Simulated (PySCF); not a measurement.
Tc (technetium, neutral) across methods

[Kr] 4d4 5s2 6s1, high-spin 6D determinant (an excited configuration). All numbers are calculated (PySCF 2.14, a scalar-relativistic core potential, in aug-cc-pwCVTZ-PP with ECP28MDF (8s8p7d4f3g, 122 functions)).

```json
{"method": "M06-L", "E (hartree)": "-80.0865", "mean ε 5s α (eV)": "-9.360", "mean ε 5s β (eV)": "-8.386", "mean ε 6s α (eV)": "-1.525", "Σ⟨r²⟩ (bohr²)": "121.4", "⟨S²⟩": "8.767"}
{"method": "UHF", "E (hartree)": "-79.49755", "mean ε 5s α (eV)": "-11.991", "mean ε 5s β (eV)": "-10.265", "mean ε 6s α (eV)": "-2.350", "Σ⟨r²⟩ (bohr²)": "130.0", "⟨S²⟩": "8.761"}
{"method": "r2SCAN", "E (hartree)": "-80.0943", "mean ε 5s α (eV)": "-9.803", "mean ε 5s β (eV)": "-8.522", "mean ε 6s α (eV)": "-1.634", "Σ⟨r²⟩ (bohr²)": "119.9", "⟨S²⟩": "8.764"}
{"method": "BP86", "E (hartree)": "-80.1447", "mean ε 5s α (eV)": "-9.757", "mean ε 5s β (eV)": "-8.558", "mean ε 6s α (eV)": "-1.702", "Σ⟨r²⟩ (bohr²)": "118.1", "⟨S²⟩": "8.754"}
{"method": "B3LYP", "E (hartree)": "-80.1006", "mean ε 5s α (eV)": "-10.180", "mean ε 5s β (eV)": "-9.148", "mean ε 6s α (eV)": "-1.759", "Σ⟨r²⟩ (bohr²)": "120.8", "⟨S²⟩": "8.754"}
{"method": "LDA", "E (hartree)": "-79.8854", "mean ε 5s α (eV)": "-9.867", "mean ε 5s β (eV)": "-8.639", "mean ε 6s α (eV)": "-1.633", "Σ⟨r²⟩ (bohr²)": "118.3", "⟨S²⟩": "8.753"}
{"method": "PBE0", "E (hartree)": "-80.0571", "mean ε 5s α (eV)": "-10.380", "mean ε 5s β (eV)": "-9.048", "mean ε 6s α (eV)": "-1.913", "Σ⟨r²⟩ (bohr²)": "121.2", "⟨S²⟩": "8.755"}
{"method": "PBE", "E (hartree)": "-80.0747", "mean ε 5s α (eV)": "-9.614", "mean ε 5s β (eV)": "-8.322", "mean ε 6s α (eV)": "-1.661", "Σ⟨r²⟩ (bohr²)": "119.1", "⟨S²⟩": "8.754"}
```

Energies and moments cover only the electrons outside the core potential. The outer electron is Rydberg-like, and this basis confines it to a smaller radius and binds it less than a complete one would.
